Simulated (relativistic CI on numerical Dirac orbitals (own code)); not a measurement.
# Cs XXXI: sensitivity of the levels to the model

Base calculation: Dirac-Coulomb-Breit CI, separate exchange-only KLI orbitals for each configuration, model QED, unscaled Slater integrals.

Configuration list (outside the closed core [Ne]): 3s²3p⁶3d⁷, 3s²3p⁵3d⁸, 3s²3p⁴3d⁹, 3s3p⁶3d⁸, 3p⁶3d⁹, 3s3p⁵3d⁹, 3s²3p⁶3d⁶4s, 3s²3p⁶3d⁶4p, 3s²3p⁶3d⁶4d, 3s²3p⁴3d⁸4s, 3s²3p⁴3d⁸4p, 3s²3p⁵3d⁷4s, 3s²3p⁶3d⁶4f, 3s²3p⁴3d⁸4d, 3s²3p⁵3d⁷4p, 3s3p⁵3d⁸4s, 3s²3p⁶3d⁵4s², 3s3p⁵3d⁸4p, 3s²3p⁶3d⁵4s4p, 3s²3p⁵3d⁷4d, 3s3p⁶3d⁷4s, 3s²3p⁶3d⁶5s, 3s3p⁵3d⁸4d, 3p⁶3d⁸4s, 3s²3p⁶3d⁵4p², 3s²3p⁶3d⁶5p, 3s²3p⁶3d⁵4s4d, 3s3p⁶3d⁷4p, 3p⁶3d⁸4p, 3s²3p⁶3d⁶5d, 3s²3p⁵3d⁶4s², 3s²3p⁶3d⁶5f, 3s²3p⁶3d⁶5g, 3p⁶3d⁸4d, 3s²3p⁶3d⁶6s, 3s3p⁶3d⁶4s². Levels of other configurations are missing.

Variants: (1) valence Slater integrals scaled by 0.9; (2) Breit term removed; (3) non-relativistic limit. Shifts of the energy above 3s²3p⁶3d⁷ ⁴F9/2, in cm⁻¹, for the lowest level and the first level of each name with at least 55 % of one term (blank where a level changes its place among those of its configuration and J or its character, or is not in the variant):

```
            Level     Base    Δ(1)   Δ(2)     Δ(3)
  3s²3p⁶3d⁷ ⁴F9/2        0       0      0        0
  3s²3p⁶3d⁷ ⁴F7/2   108709   +1380  +2135  -108709
  3s²3p⁶3d⁷ ⁴P5/2   166404   -3475  +1277   -92757
  3s²3p⁶3d⁷ ⁴P1/2   182681   -5692   +803  -109035
 3s²3p⁶3d⁷ ²H11/2   203127   -9089  +5981   -92475
  3s²3p⁶3d⁷ ²G7/2   219511   -8084  +3655  -139013
  3s²3p⁶3d⁷ ²F5/2   268497  -15305  +1290         
  3s²3p⁶3d⁷ ²P1/2   310050   -5907  +4639  -214671
  3s²3p⁶3d⁷ ²H9/2   315642   -7765  +8200  -204989
  3s²3p⁶3d⁷ ²D3/2   344741  -18166  +1314  -236647
  3s²3p⁶3d⁷ ²F7/2   347275  -12476  +6386  -167298
3s²3p⁵3d⁸ ⁴G°11/2  1913998  +12726  +9532  -149925
 3s²3p⁵3d⁸ ²D°5/2  1980570   +6710  +6643         
 3s²3p⁵3d⁸ ²F°7/2  1982102   +7030  +7260
```

At this charge energies of transitions that change n are usually good to better than 1 %, and those within a shell (Δn = 0) to a few per cent. Terms inside the open d or f shell come out 10 to 20 % too wide with unscaled integrals.

Ionisation energy from the two ground configurations alone: base 1848 eV; Breit term removed 1848.61 eV. The NIST ASD value (theoretical) is 1848 eV.

LS names give the leading component of a level, which can be under half, so a name can repeat, a term be missing and a line seem to break the LS rules.
